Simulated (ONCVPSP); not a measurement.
# Potentials for gold (Au) compared

Generated with ld1.x 7.5 (TM, RRKJ, ultrasoft, PAW), atompaw 4.2 or ONCVPSP 4.0.1. The cutoff is in Ry: for ld1.x and atompaw files where the sum of valence levels is converged to 10 mRy in a Bessel basis, for ONCV files where the hardest occupied wave has 1 mHa per electron of residual kinetic energy. The error is the largest all-electron minus pseudo excitation energy over each file’s own four to seven test configurations (ionisations up to +4, promotions, holes and added fractions of an electron), all of which were solved. The labels leave out finer settings (local radius, basis sizes, second energies), which also bear on the numbers. Spin-polarised tests are not counted. The rows are a selection from randomly drawn settings: files with unsolved tests, undetermined cutoffs or missed reference levels are left out.

A true bound ghost makes a file unfit for plane-wave use even where its test errors are small: the radial tests pick states by their node count and pass the ghost by.

| potential | cutoff (Ry) | largest error (meV) | bound ghosts |
| --- | --- | --- | --- |
| ONCV, PBE, scalar-relativistic, rc 2.35/2.60/2.05/2.60 (spdf), local smoothed, core correction yes, reference 5d10 6s1, qcut 3.1/3.3/9.3/4.9, projectors 2/3/3/2 | 44 | -215 | p |
| ONCV, BLYP, scalar-relativistic, rc 1.70/1.80/1.55/0.70 (spdf), local smoothed, core correction yes, reference 4f14 5s2 5p6 5d10 6s0.75, qcut 6.5/8.4/5.9/28.8, projectors 2/3/3/2 | 637 | -18 | s, p |
| ONCV, BLYP, scalar-relativistic, rc 1.70/1.60/1.60 (spd), local d, core correction yes, reference 5s2 5p6 5d10 6s1, qcut 6.2/7.6/11.2, projectors 2/2/0 | 41 | -160 | none |
| ONCV, PBE, scalar-relativistic, rc 1.20/1.45/1.75 (spd), local smoothed, core correction no, reference 5s2 5p6 5d10 6s1, qcut 7.6/9.5/7.7, projectors 2/1/2 | 72 | -10 | s, p |
| ONCV, PBE, scalar-relativistic, rc 1.60/1.70/1.60 (spd), local smoothed, core correction yes, reference 5s2 5p6 5d8, qcut 8.4/6.9/9.6, projectors 2/2/2 | 49 | +21 | none |

(1) Fill in the row for Au: ONCV, revPBE, scalar-relativistic, rc 1.75/1.65/1.75 (spd), local smoothed, core correction yes, reference 5s2 5p6 5d10 6s1, qcut 5.2/9.4/10.1, projectors 2/2/2.

(2) Fill in the row for Au: ONCV, PBE, scalar-relativistic, rc 1.55/1.45/1.80 (spd), local smoothed, core correction yes, reference 5s2 5p6 5d10 6s1, qcut 7/10.7/10.2, projectors 2/2/2.

(3) Fill in the row for Au: ONCV, LDA (Perdew-Zunger), fully relativistic, rc 2.60/3.30/1.90 (spd), local smoothed, core correction no, reference 5d10 6p1, qcut 1.9/2.9/9.7, projectors 2/2/2.

Answers

(1) cutoff 50 Ry, largest error -18 meV, bound ghosts: none.

(2) cutoff 72 Ry, largest error -44 meV, bound ghosts: none.

(3) cutoff 43 Ry, largest error +225 meV, bound ghosts: none.
